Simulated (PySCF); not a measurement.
Computed with PBE-D3(BJ)/def2-TZVP // B3LYP-D3(BJ)/def2-TZVP in PySCF 2.14.0. Gas-phase values, no solvent. 

Reference species (SMILES): `[Cl][SnH2][Cl]` (neutral, multiplicity 1).

The dipole moment is 2.56 D.

Changed species: `[Cl][Sn]([Cl])([Cl])[Cl]` (whole molecule; the reference has whole molecule).

What does the change do to the dipole moment?

the dipole moment drops by 2.56 D, to 0.00 D.
